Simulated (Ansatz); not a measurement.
Ansatz (a quantum-chemistry and plane-wave program) input (B3LYP/6-311+G**): The .json file is the Basis Set Exchange's 6-311+G**.

Ansatz 0.2 input:
```yaml
crystal:
  periodic: [false, false, false]
  atoms:
    - {symbol: Al, position_ang: [-0.00000000, -0.00000000, -1.12859000]}
    - {symbol: S, position_ang: [0.00000000, 0.00000000, 0.91698000]}
basis:
  gaussian:
    orbitals: 6-311+G__.json
hamiltonian:
  xc: {name: B3LYP}
magnetization: {spin_polarized: true, initial_magnetization: 1}
output: {forces: true}
```

Output:

```
Functional definition: B3LYP
integrals: 0.01 GiB planned
455 factors; integrals over basis functions are off by at most 1.0e-3 eV
mean field: 0.19 GiB planned
mean field evaluation 1: about -17429.6972 eV, gradient 2.2e1 eV
mean field evaluation 2: about -17386.0123 eV, gradient 7.4e1 eV
mean field evaluation 4: about -17433.2993 eV, gradient 4.0e0 eV
mean field evaluation 8: about -17433.4181 eV, gradient 2.6e-1 eV
mean field evaluation 16: about -17433.4187 eV, gradient 4.2e-4 eV
mean field -17433.41871169 eV, -640.6663208588 hartree, gradient 2.8e-5 eV, S^2 0.755201; 1 other end points of the search recorded, 0 dependent functions left out
the calculation of the forces begins
reference -17433.41890234 eV, -640.6663278651 hartree; 15, 14 occupied and 47, 48 virtual orbitals, 455 factors
Total energy: -17433.41890234 eV, -640.6663278651 hartree
Atom 0 at    -0.000000    -0.000000    -1.128590 Å, force    -0.000000     0.000000    -0.142192 eV/Å
Atom 1 at     0.000000     0.000000     0.916980 Å, force     0.000000    -0.000000     0.142192 eV/Å
Dipole moment:     0.000000     0.000000    -0.842639 e Å
```

The geometry given is a B3LYP-D3(BJ)/def2-TZVP minimum.
